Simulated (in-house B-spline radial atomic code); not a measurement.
A fraction x of an electron is removed from 3d in the molybdenum ion Mo⁴⁺, starting from [Kr] 4d2 and keeping the highest spin. All numbers are computed (non-relativistic SCAN, spin-polarised, spherical fractional occupations; point nucleus) with a radial B-spline atomic code at the basis-set limit, not measured.

```tsv
x	E(x) - E(0) (eV)	3d down level (eV)
0	0.0000	-275.993
0.12	33.3875	-280.470
0.17	47.4578	-282.343
0.35	?	?
0.46	130.9225	-293.302
0.5	142.6851	-294.827
0.53	?	?
0.72	208.4740	-303.271
0.77	223.6859	-305.204
0.9	263.6902	-310.251
1	294.9101	-314.152
```

Q: What belongs in the row x = 0.35?

A: An energy change of 98.8892 eV; 3d down at -289.126 eV.

Q: What belongs in the row x = 0.53?

A: An energy change of 151.5471 eV; 3d down at -295.972 eV.

Q: Check Janak's theorem between x = 0.12 and 0.17.

A: The slope of the energy is 281.41 eV; the orbital levels give 281.41 eV (-ε of the emptying orbital, averaged over the two points).
